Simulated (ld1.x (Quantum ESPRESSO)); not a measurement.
# What one change does to a pseudopotential (Al, TM)

ld1.x (Quantum ESPRESSO) 7.5 input, shortened:

```
&input
   title='Al', zed=13., rel=1, dft='PBE', iswitch=3,
   config='[Ne] 3s2 3p1'
 /
 &inputp
   pseudotype=2, tm=.true., lloc=-2, rcloc=2.05,
   nlcc=.false.
 /
2
3S  1  0   2.00   0.00  2.25  2.25  0.0
3P  2  1   1.00   0.00  2.25  2.25  0.0
 &test
   configts(1)='3s2 3p1'
 /
```

Change: functional LDA (PZ).

Cutoffs: the cutoffs (Ry, on a coarse ladder) from which the occupation-weighted sum of valence levels, in a spherical-Bessel basis at the reference potential, stays within 10 and 1 mRy of its value at 400 Ry; they do not see the model core or the augmentation charge, which bear on the density cutoff. Errors are all-electron minus pseudo energies relative to the spin-unpolarised reference configuration.

Problem. What does the change do?

Solution. The potential gets harder (8 Ry and 25 Ry → 10 Ry and 25 Ry); the number of tests with a reliable result goes from 7 to 9; of the 7 tests that both files solve, the error grows in 4 and shrinks in 0 by more than 15 % and 0.3 meV (median size 6.4 → 6.1 meV); neither file shows a bound ghost.

```tsv
quantity	base	changed
cutoff, loose	8 Ry	10 Ry
cutoff, tight	25 Ry	25 Ry
bound ghosts	none	none
error for 3s2 3p0, meV [ΔE 5.76 → 5.85 eV]	-1.2	+4.4
error for 3s1 3p0, meV [ΔE 24.99 → 25.22 eV]	+23	+89
error for 3s2 3p0.5, meV [ΔE 2.09 → 2.13 eV]	-0.2	+0.6
error for 3s1 3p1, meV [ΔE 11.57 → 11.67 eV]	+9.1	+20
error for 3s2 3p1.3, meV [ΔE -0.57 → -0.60 eV]	0.0	+0.1
error for 3s0 3p3, meV [ΔE 10.45 → 10.51 eV]	+31	+28
error for 3s1 3p2, meV [ΔE 5.14 → 5.16 eV]	+6.4	+6.1
s: phases at 2.44 bohr within 0.05 rad from the reference energy up to (Ry; the scan ends near 5)	2.1	2.1
p: phases at 2.44 bohr within 0.05 rad from the reference energy up to (Ry; the scan ends near 5)	3.1	3.0
```
